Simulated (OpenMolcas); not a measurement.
**3s² 3p⁴ along the 16-electron sequence**

```json
{
  "Program": "OpenMolcas 26.06",
  "Method": "CASSCF",
  "Basis": "ANO-RCC-VQZP",
  "Scalar Hamiltonian": "DKH2, point nucleus",
  "Spin-orbit coupling": "state interaction with AMFI integrals over the reference wave functions, term energies averaged over their components"
}
```

Active space for each ion: 6 electrons in 4 orbitals (3s 3p).

Computed levels in cm-1 above ³P₂:

```json
{"Level": "³P₁", "S": "371", "Cl+": "647", "Ar2+": "1039"}
{"Level": "³P₀", "S": "542", "Cl+": "933", "Ar2+": "1478"}
{"Level": "¹D₂", "S": "11726", "Cl+": "14419", "Ar2+": "16984"}
{"Level": "¹S₀", "S": "21439", "Cl+": "26633", "Ar2+": "31656"}
{"Level": "weight of ³P in the lowest level (%)", "S": "100", "Cl+": "100", "Ar2+": "100"}
```

Measured, with the error of the calculation in %. Measured levels: S, Cl+ from NIST Handbook of Basic Atomic Spectroscopic Data; Ar2+ from Saloman, J. Phys. Chem. Ref. Data 39, 033101 (2010).

| Level | S | Cl+ | Ar2+ |
| --- | --- | --- | --- |
| ³P₁ | 396 (-6.2) | 696 (-7.1) | 1112 (-6.6) |
| ³P₀ | 574 (-5.6) | 996 (-6.4) | 1570 (-5.9) |
| ¹D₂ | 9239 (+26.9) | 11654 (+23.7) | 14010 (+21.2) |
| ¹S₀ | 22180 (-3.3) | 27878 (-4.5) | 33266 (-4.8) |

The fine-structure level ³P₀ changes by a factor of 2.73 from S to Ar2+. Its fourth root runs 4.83, 5.53, 6.20, with steps per unit of Z of 0.70, 0.67; equal steps would mean a (Z - σ)^4 law with constant σ.

¹D₂ changes by a factor of 1.45 over the same range, with steps per unit of Z of +2690, +2560 cm-1.

Without dynamic correlation excited terms often stand tens of per cent too high (terms of higher spin than the ground term too low), and those without a measured partner can miss by more than the paired ones (holds for S; Cl+). No level of 3s 3p⁵ was computed, though it lies in the active space (holds for S). Computed and measured levels are paired by configuration, term and J; levels that our copy of the source lacks, or whose pairing is in doubt (as where it misses far off the trend of its configuration), stay unpaired and out of the deviations. Only configurations of the active space appear.
